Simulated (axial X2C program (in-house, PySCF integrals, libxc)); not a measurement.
Photoelectron levels of AlSe⁻ by EOM-IP-CCSD

Calculated with an in-house all-electron X2C program for linear molecules (integrals from PySCF): two-component X2C with atomic mean-field Coulomb and Gaunt terms, Gaussian nuclei, basis Se dyall-acv3z, Al dyall-av3z with contracted cores.

R = 2.236 Å (near the PBE0 minimum at charge -1 of the determinant lowest at the starting distance; the state shown can have its own minimum elsewhere).

Vertical detachment energies of AlSe⁻ to the states of AlSe:

```csv
Ω of AlSe,vertical detachment energy (eV),above lowest (cm⁻¹),ionised spinor,one-hole weight
1/2,2.716,0,"36% Al pσ, 28% Se pσ, 26% Al sσ",0.93
3/2,3.148,3486,"74% Se pπ, 14% Al pπ, 8% Al dπ",0.92
1/2,3.352,5127,"73% Se pπ, 12% Al pπ, 8% Al dπ",0.92
1/2,6.041,26819,"52% Se pσ, 37% Al sσ",0.83
```

(1) What is the splitting of the first π pair in the table, and is it regular or inverted?

This point took 12 s on 1 thread of Arm Neoverse V1, on a shared host.

Reference electrons by ω block (each with its −ω partner): 1/2: 17, 3/2: 6, 5/2: 1. 10 electrons of AlSe⁻ correlated (inner shells frozen), 94 natural virtual spinors (a truncated set); levels can be off by some tenths of an eV. Roots sought by Ω: (1/2: 4, 3/2: 3, 5/2: 1); rows need 60 % one-particle weight and stop where some Ω has no more roots. Missing are any skipped roots, higher Ω and states of a further excitation; these come out far too high here and may in truth be low or lowest. T1 of the reference 0.019 (Lee–Taylor). Number of frozen shells: Se 3 s, 2 p, 1 d; Al 2 s, 1 p.

Results:

(1) E(3/2) − E(1/2) = 3486 − 5127 = -1641 cm⁻¹ at EOM-IP-CCSD: inverted, Ω = 3/2 lower. Splittings at this level can be off by ten to twenty per cent.
